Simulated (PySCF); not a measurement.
## Working out the ionisation energy of P+

P+ [Ne] 3s2 3p2 (3P) → P(2+) [Ne] 3s2 3p1 (2P). Computed with PySCF 2.14 in cc-pV(T+d)Z, with the non-relativistic Hamiltonian (point nucleus). Frozen: [Ne]. Energies in hartree (1 hartree = 27.21139 eV):

```json
{"part": "UHF", "P+ (lower)": "-340.352037", "P(2+) (upper)": "-339.647826"}
{"part": "CCSD correlation", "P+ (lower)": "-0.082893", "P(2+) (upper)": "-0.064998"}
{"part": "(T)", "P+ (lower)": "-0.002337", "P(2+) (upper)": "-0.001050"}
```

Question: What does Hartree-Fock give?

Answer: (-339.647826) − (-340.352037) = 0.704211 hartree = 19.163 eV.

Question: What do CCSD and CCSD(T) give?

Answer: The CCSD correlation energies differ by 0.017895 hartree = 0.487 eV and the triples by 0.001287 hartree = 0.035 eV, so CCSD gives 19.650 eV and CCSD(T) 19.685 eV.

Reference: 19.769 eV (semi-empirical (NIST evaluation); NIST Atomic Spectra Database, ionization energies), between the lowest levels; spin-orbit coupling is absent from the calculation.

What remains against the reference includes basis incompleteness, the frozen core and higher excitations.
